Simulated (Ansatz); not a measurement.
(1) Predict a relaxed structure of Cu(AsH3)Me (CH₆AsCu), charge 0, singlet, at B3LYP-D4/def2-SVP (Ansatz).

Results:

(1) 
```csv
atom,x (Å),y (Å),z (Å)
Cu1,-0.254,0.090,0.160
As2,1.668,-0.595,-1.012
H3,1.642,-1.841,-1.879
H4,2.951,-0.933,-0.273
H5,2.307,0.315,-2.046
C6,-1.833,0.653,1.114
H7,-1.620,1.519,1.765
H8,-2.224,-0.158,1.753
H9,-2.637,0.948,0.417
```
Point group C3 (tolerance 0.1 Å). The metal has 2 neighbours: As 2.35 Å, C 1.93 Å. This is one stationary point.
